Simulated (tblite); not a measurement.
Species: C7H13 (doublet state).
Numbering: `[CH2:1]=[C:2][C:3]([CH3:4])([CH3:5])[CH2:6][CH3:7]` (hydrogens: H8, H9 on C1; H10, H11, H12 on C4; H13, H14, H15 on C5; H16, H17 on C6; H18, H19, H20 on C7)
Bond orders are those of one Lewis drawing.

Computed with GFN2-xTB (tblite), gas phase: L-BFGS steps from a force-field or distance-geometry start until the largest atomic force falls under 0.01 eV/Å.

Step 56: E = -585.0591 eV
```
atom  x, y, z in Å  |  force x, y, z in eV/Å
C1     -1.7378    1.7728    0.6383    0.010   0.009  -0.002
C2     -0.6877    1.0554    0.4095   -0.004  -0.022  -0.029
C3     -0.2275   -0.2656   -0.0250    0.035  -0.013   0.008
C4     -1.2996   -0.9413   -0.9061    0.016  -0.002   0.024
C5      0.0497   -1.1307    1.2126    0.006  -0.012   0.005
C6      1.0543   -0.1042   -0.8727    0.010   0.013  -0.005
C7      2.1418    0.7099   -0.1795   -0.001  -0.016  -0.006
H8     -1.6630    2.7997    0.9672   -0.027   0.018   0.026
H9     -2.7651    1.4173    0.5256   -0.020   0.004  -0.008
H10    -0.9490   -1.9206   -1.2267   -0.011   0.002   0.007
H11    -2.2271   -1.0632   -0.3521    0.016  -0.008   0.005
H12    -1.4978   -0.3349   -1.7872   -0.019  -0.012   0.016
H13     0.5308   -2.0619    0.9204   -0.006  -0.003  -0.008
H14    -0.8791   -1.3692    1.7267   -0.007   0.036  -0.014
H15     0.6979   -0.6068    1.9105   -0.001  -0.006  -0.016
H16     0.7795    0.3990   -1.8026    0.011   0.003  -0.005
H17     1.4403   -1.0947   -1.1279   -0.016   0.037  -0.014
H18     2.5936    0.1506    0.6362   -0.007   0.014  -0.002
H19     2.9219    0.9686   -0.8925    0.022  -0.014   0.035
H20     1.7188    1.6303    0.2222   -0.007  -0.030  -0.018
```

Step 57: E = -585.0596 eV
```
atom  x, y, z in Å  |  force x, y, z in eV/Å
C1     -1.7383    1.7718    0.6394    0.033   0.010  -0.014
C2     -0.6853    1.0578    0.4097   -0.053  -0.014  -0.019
C3     -0.2277   -0.2642   -0.0249    0.047  -0.020  -0.003
C4     -1.3000   -0.9416   -0.9048    0.014   0.004   0.015
C5      0.0491   -1.1300    1.2124    0.012  -0.010   0.004
C6      1.0539   -0.1030   -0.8727    0.032   0.009  -0.014
C7      2.1431    0.7092   -0.1792   -0.002  -0.012  -0.006
H8     -1.6664    2.7991    0.9690   -0.032   0.000   0.023
H9     -2.7644    1.4133    0.5221   -0.007   0.011  -0.001
H10    -0.9490   -1.9205   -1.2263   -0.009   0.006   0.017
H11    -2.2271   -1.0640   -0.3502    0.018  -0.010   0.009
H12    -1.5003   -0.3368   -1.7864   -0.017  -0.002   0.013
H13     0.5285   -2.0619    0.9184   -0.017   0.002  -0.001
H14    -0.8802   -1.3656    1.7275    0.008   0.032  -0.019
H15     0.7000   -0.6076    1.9088   -0.005  -0.007  -0.013
H16     0.7818    0.4016   -1.8028   -0.004   0.006   0.000
H17     1.4394   -1.0927   -1.1301   -0.015   0.020  -0.011
H18     2.5936    0.1506    0.6382   -0.017   0.017  -0.008
H19     2.9256    0.9649   -0.8917   -0.001  -0.011   0.048
H20     1.7184    1.6300    0.2204    0.015  -0.031  -0.020
```

Step 58: E = -585.0602 eV
```
atom  x, y, z in Å  |  force x, y, z in eV/Å
C1     -1.7385    1.7722    0.6408    0.001   0.029  -0.022
C2     -0.6870    1.0579    0.4098   -0.013  -0.034  -0.017
C3     -0.2282   -0.2635   -0.0244    0.042  -0.018  -0.017
C4     -1.2990   -0.9441   -0.9035    0.004   0.005   0.002
C5      0.0485   -1.1296    1.2124    0.015  -0.001  -0.005
C6      1.0525   -0.0999   -0.8728    0.047   0.005  -0.024
C7      2.1440    0.7082   -0.1788    0.004  -0.004   0.000
H8     -1.6666    2.7993    0.9702   -0.030   0.008   0.030
H9     -2.7641    1.4149    0.5200   -0.023   0.009   0.002
H10    -0.9460   -1.9219   -1.2260   -0.004   0.000   0.024
H11    -2.2258   -1.0691   -0.3493    0.017  -0.011   0.017
H12    -1.5025   -0.3417   -1.7857   -0.013   0.013   0.007
H13     0.5253   -2.0621    0.9159   -0.024  -0.004   0.010
H14    -0.8812   -1.3609    1.7293    0.022   0.024  -0.022
H15     0.7027   -0.6088    1.9066   -0.003  -0.006  -0.003
H16     0.7825    0.4083   -1.8014   -0.020   0.009   0.002
H17     1.4365   -1.0880   -1.1349   -0.006  -0.012  -0.012
H18     2.5916    0.1507    0.6408   -0.026   0.012  -0.005
H19     2.9306    0.9583   -0.8895   -0.022  -0.003   0.051
H20     1.7195    1.6306    0.2174    0.032  -0.023  -0.019
```

Step 59: E = -585.0608 eV
```
atom  x, y, z in Å  |  force x, y, z in eV/Å
C1     -1.7425    1.7691    0.6406   -0.005   0.023  -0.029
C2     -0.6877    1.0584    0.4113   -0.023  -0.008  -0.004
C3     -0.2265   -0.2619   -0.0231    0.023  -0.004  -0.027
C4     -1.2982   -0.9423   -0.9013   -0.003   0.004  -0.013
C5      0.0486   -1.1291    1.2130    0.018   0.009  -0.014
C6      1.0532   -0.0976   -0.8725    0.042  -0.003  -0.028
C7      2.1476    0.7062   -0.1799    0.007   0.000   0.007
H8     -1.6772    2.7964    0.9721   -0.024  -0.010   0.025
H9     -2.7667    1.4075    0.5137   -0.006   0.017   0.007
H10    -0.9462   -1.9197   -1.2251    0.000  -0.007   0.025
H11    -2.2248   -1.0671   -0.3469    0.016  -0.014   0.025
H12    -1.5036   -0.3402   -1.7831   -0.008   0.021   0.003
H13     0.5197   -2.0632    0.9137   -0.027  -0.013   0.019
H14    -0.8817   -1.3536    1.7321    0.029   0.014  -0.023
H15     0.7075   -0.6117    1.9049    0.003  -0.004   0.005
H16     0.7845    0.4136   -1.7997   -0.034   0.011  -0.001
H17     1.4333   -1.0855   -1.1379    0.009  -0.036  -0.015
H18     2.5926    0.1512    0.6423   -0.030  -0.005   0.009
H19     2.9373    0.9490   -0.8894   -0.025   0.009   0.040
H20     1.7256    1.6310    0.2120    0.038  -0.003  -0.012
```

**Question.** Estimate the geometry and energy of step 60. (The exact step hangs on the optimiser's Hessian estimate; all steps are aligned on step 59, rigid shifts and turns removed.)

**Answer.** E = -585.0614 eV, largest force 0.056 eV/Å
```
atom  x, y, z in Å  |  force x, y, z in eV/Å
C1     -1.7467    1.7670    0.6398   -0.027   0.021  -0.027
C2     -0.6908    1.0577    0.4130    0.014   0.002  -0.002
C3     -0.2250   -0.2608   -0.0219   -0.003   0.011  -0.028
C4     -1.2968   -0.9412   -0.8997   -0.007   0.001  -0.020
C5      0.0490   -1.1286    1.2136    0.017   0.017  -0.022
C6      1.0537   -0.0947   -0.8724    0.018  -0.012  -0.026
C7      2.1511    0.7044   -0.1808    0.006   0.000   0.013
H8     -1.6865    2.7938    0.9736   -0.015  -0.009   0.024
H9     -2.7696    1.4031    0.5086   -0.012   0.017   0.007
H10    -0.9449   -1.9182   -1.2240    0.004  -0.015   0.020
H11    -2.2233   -1.0670   -0.3454    0.016  -0.014   0.031
H12    -1.5037   -0.3390   -1.7809   -0.004   0.023  -0.002
H13     0.5136   -2.0649    0.9120   -0.022  -0.025   0.024
H14    -0.8811   -1.3464    1.7352    0.026   0.005  -0.021
H15     0.7126   -0.6150    1.9034    0.012   0.001   0.011
H16     0.7843    0.4204   -1.7970   -0.036   0.009  -0.005
H17     1.4295   -1.0827   -1.1417    0.022  -0.047  -0.020
H18     2.5922    0.1515    0.6441   -0.029  -0.023   0.027
H19     2.9436    0.9388   -0.8889   -0.013   0.020   0.019
H20     1.7338    1.6325    0.2061    0.033   0.018  -0.003
```

The energy changes by -0.0006 eV. The first-order estimate −F·Δx gives -0.0008 eV and the mean of the old and new forces, exact on a quadratic surface, -0.0006 eV. The step makes an angle of 79° with the force vector and moves no atom by more than 0.012 Å.

The cost below is that of the whole relaxation. The run took 0.49 s wall on one thread of an Arm Neoverse V1, no GPU, shared host with 64 logical CPUs at a one-minute load of 28.
